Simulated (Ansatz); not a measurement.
`O[Si]([SiH3])(Cl)Cl` and `O[Si](O)(Cl)Cl` differ in one atom or group.

Ansatz, PBE0-D4/def2-TZVP geometries, multiplicity 1. Each molecule was computed in one conformer, which needn't be the lowest.

```
                                                                                  property  `O[Si]([SiH3])(Cl)Cl`
                                                       HOMO–LUMO gap (PBE/def2-TZVPP) / eV                   6.18
                                                       LUMO energy (B3LYP/def2-TZVPP) / eV                  -0.46
                                            zero-point energy (PBE0-D4/def2-TZVP) / kJ/mol                  113.1
ideal-gas entropy at 298 K and 1 bar (rigid rotor, harmonic PBE0-D4/def2-TZVP) / J/(mol·K)                    383
                                                      HOMO–LUMO gap (PBE0/def2-TZVPP) / eV                   8.25
                                                     HOMO–LUMO gap (B3LYP/def2-TZVPP) / eV                   7.86
```

What does the change do to each property? (Estimate.)

The calculation gave: 
```
                                                                                  property  `O[Si](O)(Cl)Cl`  shift
                                                       HOMO–LUMO gap (PBE/def2-TZVPP) / eV              6.97   0.79
                                                       LUMO energy (B3LYP/def2-TZVPP) / eV             -0.11   0.35
                                            zero-point energy (PBE0-D4/def2-TZVP) / kJ/mol              85.0  -28.1
ideal-gas entropy at 298 K and 1 bar (rigid rotor, harmonic PBE0-D4/def2-TZVP) / J/(mol·K)               349    -34
                                                      HOMO–LUMO gap (PBE0/def2-TZVPP) / eV              9.41   1.16
                                                     HOMO–LUMO gap (B3LYP/def2-TZVPP) / eV              8.75   0.89
```

With PBE0 the HOMO falls by 0.61 eV and the LUMO rises by 0.55 eV, so the gap widens by about 1.16 eV. PBE moves the HOMO by -0.33 eV and ωB97M-V by -0.84 eV. The zero-point energy changes by -28.1 kJ/mol with -6 modes.

B3LYP here is the variant with VWN-RPA as its local correlation; programs differ in this.
